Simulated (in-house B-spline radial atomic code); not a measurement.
A run on Tc4+ (an excited or competing configuration) that did not converge. Method: scalar-relativistic (X2C) wB97X, spin-polarised, spherical fractional occupations, exact exchange averaged over the configuration, Fermi nucleus of rms radius 4.41117 fm; computed with an all-electron radial atomic-structure program (B-spline basis).

Command:
```bash
python run_scf.py task.json out
```
Settings (nuclear radius in fm, mass in u):
```
Z                43
configuration    [Ar] 3d10 4s2 4p5 4d3 5f1
hamiltonian      x2c
method           wb97x
spin_polarised   True
nucleus          fermi
rms_radius       4.41117
atomic_mass      96.90636
speed_of_light   137.035999084
exact_exchange   averaged over the configuration
```

First and last ten iterations of the last attempt (damped for 15 steps, keeping 80 % of the old Fock matrix, then DIIS):
```
 iter        energy (Eh)    residual
    1       -4271.357142    5.80e-01
    2       -4277.352829    2.75e-01
    3       -4278.196124    1.82e-01
    4       -4278.605400    1.24e-01
    5       -4278.803638    8.94e-02
    6       -4278.900201    6.47e-02
    7       -4278.947935    4.71e-02
    8       -4278.971890    3.44e-02
    9       -4278.984063    2.52e-02
   10       -4278.990304    1.85e-02
  111       -4278.997652    1.10e-06
  112       -4278.997652    7.97e-07
  113       -4278.997652    7.08e-07
  114       -4278.997652    2.26e-06
  115       -4278.997652    1.20e-06
  116       -4278.997652    6.54e-07
  117       -4278.997652    2.34e-06
  118       -4278.997652    7.48e-07
  119       -4278.997652    6.40e-07
  120       -4278.997652    7.04e-07
 not converged after 120 iterations
```

The smallest residual met was 5.0e-07; the threshold is about 4e-07. Over the last five steps the energy moves by less than 1e-08 hartree, but the orbitals didn't meet the threshold. Cost of the run: 38 s on 1 thread of Arm Neoverse N1, on a shared host.
